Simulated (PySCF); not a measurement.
**Computed data sheet: `CS/C=N/[SiH3]`**

Species: C2H7NSSi.
Numbering: `[CH3:1][S:2]/[CH:3]=[N:4]/[SiH3:5]` (hydrogens: H6, H7, H8 on C1; H9 on C3; H10, H11, H12 on Si5)

**GFN2-xTB geometry**

- Point group of the GFN2-xTB geometry: Cs
- Rotational constants A, B, C of the GFN2-xTB geometry: 8.867, 1.400, 1.235 GHz

From CAM-B3LYP/def2-SVPD ground state and vertical TDDFT (core frozen in the response) (PySCF):

- Dipole moment: 0.13 D
- HOMO energy: -8.25 eV
- LUMO energy: 0.26 eV
- HOMO–LUMO gap: 8.51 eV
- Lowest singlet excitation: 4.27 eV (290 nm, f = 0.000)
- Strongest line among the 8 lowest singlet transitions: S2 at 5.49 eV (226 nm, f = 0.263)
- Lowest triplet excitation (Tamm–Dancoff): 3.81 eV
- Static isotropic polarisability: 83.4 au
- Electronic spatial extent ⟨r²⟩ about the centre of nuclear charge: 941 bohr²

From PBE0/pcSseg-1 ground state and GIAO shieldings, non-relativistic (PySCF):

- Lowest Hirshfeld atomic charge: -0.25 e on N4
- Highest Hirshfeld atomic charge: +0.35 e on Si5
- 13C chemical shifts (computed TMS as zero) by class: 176.7 (C3), 17.9 (C1) ppm
- 1H chemical shifts (computed TMS as zero) by class: 9.09 (H9), 5.08 (H10/H11/H12), 2.27 (H6/H7/H8) ppm
- Isotropic shieldings of nuclei other than C and H, by class: -54 (N4), 416 (Si5), 356 (S2) ppm
- Mayer bond orders between heavy atoms: C1–S2 1.00, S2–C3 1.08, C3–N4 1.84, N4–Si5 0.95

Monoisotopic mass from the formula: 105.0068 u.

No computed singlet falls in the visible range (750 to 380 nm, 1.65 to 3.26 eV); S1 lies 1.01 eV above its blue end. The polarisability is 12.35 Å³ as a volume (1 au = 0.148185 Å³), or 1.49 au for each of the 56 electrons. S1 lies 4.24 eV below the HOMO–LUMO gap; its leading configuration is HOMO−1→LUMO, weight 0.97. The vertical singlet–triplet gap S1 − T1 is 0.46 eV (TDDFT singlet less Tamm–Dancoff triplet; S1: HOMO−1→LUMO, weight 0.97; T1: HOMO−1→LUMO, weight 0.95).

Geometry: GFN2-xTB, one conformer, isolated molecule. GFN2-xTB frequencies show an imaginary mode (112i cm⁻¹), so this geometry is no minimum at that level. NMR classes are plain means over equivalent atoms (diastereotopic ones count apart unless rotation or inversion swaps them), as if these changed places fast; in this geometry the members of some classes differ.

Shape of the structure used: `[CH3:1][S:2]/[CH:3]=[N:4]/[SiH3:5]`: C1–S2–C3–N4 0°.
